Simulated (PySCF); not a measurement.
## How methods differ on the ionisation energy of Mo²⁷⁺

Mo²⁷⁺ [Ne] 3s2 3p3 (4S) → Mo²⁸⁺ [Ne] 3s2 3p2 (3P), as a difference of total energies. Computed with PySCF 2.14 in an uncontracted even-tempered set (16 s from 3.6 bohr⁻², ratio 2.5; 10 p from 4.7 bohr⁻², ratio 2.5; 5 d from 20 bohr⁻², ratio 2.7; 4 f from 30 bohr⁻², ratio 2.7), with no relativity, point nucleus. Correlated levels: outer shells: 1s2 frozen; virtual orbitals above 40 to 60 times the deepest correlated orbital energy dropped. The calculations carry no spin-orbit coupling.

| method | ionisation energy (eV) |
| --- | --- |
| UHF | 1450.3 |
| LDA | 1451.0 |
| r2SCAN | 1451.9 |
| TPSS | 1451.3 |
| PBEsol | 1450.9 |
| MP2 (outer shells) | 1450.7 |
| SCS-MP2 (outer shells) | 1450.4 |

Estimate what PBE0 gives.

1451.3 eV, closest to TPSS among the rows shown.

Estimate what PBE gives.

1451.2 eV, closest to TPSS among the rows shown.

Spin-orbit coupling is strong in these open shells (close to jj coupling). The scalar numbers leave it out and a first-order estimate fails, so it can dominate the gap to the real levels.

All relativistic terms are absent from these numbers, so their closeness to the reference says little about the methods.

For comparison: 1462 ± 6 eV (semi-empirical (NIST evaluation); NIST Atomic Spectra Database, ionization energies).
